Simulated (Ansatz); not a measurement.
A set of 12 reactions (atomization), with CCSD(T)/CBS values in kJ/mol:

| reaction | ΔE |
| --- | --- |
| `CS[S][SnH3]` → C• + 6 H• + 2 S• + Sn• | 2943.0 |
| `C=[C]1[GaH][NH][Ga]1[GaH2]` → 2 C• + 3 Ga• + 6 H• + N• | 3810.9 |
| `C[Si](C)(F)[SeH]` → 2 C• + F• + 7 H• + Se• + Si• | 4452.7 |
| `CC1(C)C(=O)C(C)(C)C1=O` → 8 C• + 12 H• + 2 O• | 9515.6 |
| `C=CS[Si](O)(O)O` → 2 C• + 6 H• + 3 O• + S• + Si• | 5360.8 |
| `NC1=N[SiH2]S1` → C• + 4 H• + 2 N• + S• + Si• | 3299.3 |
| `CSB(C)C` → B• + 3 C• + 9 H• + S• | 5348.2 |
| `CC[O][GeH]([CH3])[F]` → 3 C• + F• + Ge• + 9 H• + O• | 5657.1 |
| `BC1[SiH2][Se]1` → B• + C• + 5 H• + Se• + Si• | 3023.2 |
| `OC1CCCC1` → 5 C• + 10 H• + O• | 6544.6 |
| `NB(N)Cl` → B• + Cl• + 4 H• + 2 N• | 3007.8 |
| `CC=C=C(O)Cl` → 4 C• + Cl• + 5 H• + O• | 4496.1 |

Program: Ansatz. Geometries: PBE0-D4/def2-TZVP. ΔE: electronic, gas phase. CCSD(T)/CBS adds triple-zeta CCSD(T) − MP2 to the extrapolated MP2 energy (def2 sets, frozen cores). This one scheme is used for every species, atoms too. DFT in def2-TZVPP. B3LYP here is the variant with VWN-RPA as its local correlation; programs differ in this. No spin–orbit coupling; open shells (•) take unrestricted orbitals. Spin–orbit coupling would lower the free atoms: a little for B, C, Cl, F, O, S, Si; clearly for Ga, Ge, Se; strongly for Sn. Elements past krypton have def2 core potentials. For Ga, Ge, Se, Sn outer-core shells are correlated without core-valence functions, so the limit isn't a true one: a few kJ/mol of doubt a bond, and 10 to 20 or more in all where bonds break to atoms. Scalar relativity is left out up to krypton. One conformer a species, not always the lowest.

(1) Give the mean, mean absolute and largest difference (level minus CCSD(T)/CBS, kJ/mol) for: B3LYP-D4, ωB97X-V, ωB97M-V, PBE, r2SCAN, B3LYP, HF/def2-TZVPP, MP2/def2-TZVPP, SCS-MP2/def2-TZVPP, CCSD/def2-TZVPP, CCSD(T)/def2-TZVPP, HF/def2-QZVPP, MP2/def2-QZVPP, SCS-MP2/def2-QZVPP. (Best estimate.)

The largest T1 diagnostic in the set is 0.016, for `C=[C]1[GaH][NH][Ga]1[GaH2]` (customary mark 0.02).

CCSD(T)/CBS is a level of theory with its own doubt, and the functionals carry their triple-zeta basis error, so these figures describe this set and don't rank the functionals.

Answers

(1) The calculation gave: 
| level | mean | mean absolute | largest |
| --- | --- | --- | --- |
| B3LYP-D4 | -9.3 | 24.1 | -59.6 |
| ωB97X-V | 12.2 | 16.8 | 43.3 |
| ωB97M-V | 11.7 | 23.4 | 45.8 |
| PBE | 78.5 | 79.3 | 255.9 |
| r2SCAN | 10.5 | 17.7 | 42.2 |
| B3LYP | -57.4 | 58.3 | -118.8 |
| HF/def2-TZVPP | -1327.3 | 1327.3 | -2571.9 |
| MP2/def2-TZVPP | -37.5 | 38.1 | -102.1 |
| SCS-MP2/def2-TZVPP | -70.3 | 70.3 | -100.8 |
| CCSD/def2-TZVPP | -201.3 | 201.3 | -376.8 |
| CCSD(T)/def2-TZVPP | -123.2 | 123.2 | -216.3 |
| HF/def2-QZVPP | -1321.8 | 1321.8 | -2564.0 |
| MP2/def2-QZVPP | 35.1 | 42.8 | 120.9 |
| SCS-MP2/def2-QZVPP | 11.5 | 19.1 | 42.4 |
